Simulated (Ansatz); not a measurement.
Basis-set series for `F[Si](Cl)[GeH3]` radical. Charge 0, multiplicity 2. Geometry: relaxed with PBE0-D4/def2-TZVP.

```
functional       basis  functions  energy (Eh)  HOMO (eV)  LUMO (eV)
   PBE0-D4  def2-TZVPP        205  -2927.85650      -6.37      -2.97
   PBE0-D4  def2-QZVPP        376  -2927.93087      -6.40      -3.01
   ωB97M-V  def2-TZVPP        205  -2928.28904      -8.06      -1.37
   ωB97M-V  def2-QZVPP        376  -2928.36093      -8.10      -1.44
```

(1) Give the rows for def2-SVP. (Best estimate.)

Results:

(1) Computed: 
| functional | basis | functions | energy (Eh) | HOMO (eV) | LUMO (eV) |
| --- | --- | --- | --- | --- | --- |
| PBE0-D4 | def2-SVP | 97 | -2927.19906 | -6.28 | -2.95 |
| ωB97M-V | def2-SVP | 97 | -2927.63181 | -7.95 | -1.27 |

HOMO and LUMO are taken over both spins. Scalar relativity is left out up to krypton.
